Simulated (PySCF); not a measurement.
PySCF input:

```python
from pyscf import gto, scf, mp, cc as ccmod

mol = gto.M(
    atom='''
    Si    0.18717400    0.31922879    0.12919250
    C    -1.55607232    0.42223962    0.11288206
    F     1.03905858   -1.03881122   -0.36741006
    H     0.84802944    1.33184682   -0.76566127
    H     0.77494051    0.45485220    1.50724376
    H    -2.15657697   -0.04792029    0.88938033
    H    -2.10192230    0.60788147   -0.81025965
    ''',
    basis='cc-pvdz',
    charge=-1,
    spin=0,
    verbose=4,
)

mf = scf.RHF(mol)
mf.conv_tol = 1e-10
mf.max_cycle = 100
mf.kernel()
mp2 = mp.MP2(mf, frozen=7).run()
cc = ccmod.CCSD(mf, frozen=7)
cc.max_cycle = 100
cc.kernel()
et = cc.ccsd_t()
print(f'E(CCSD(T)) = {cc.e_tot + et:.9f}')
```

Q: Predict the final energy.

A: -429.06079 Eh (CCSD(T)/cc-pVDZ).

It need not be the lowest isomer of its formula. Whether it binds its extra electron was not tested at this geometry.
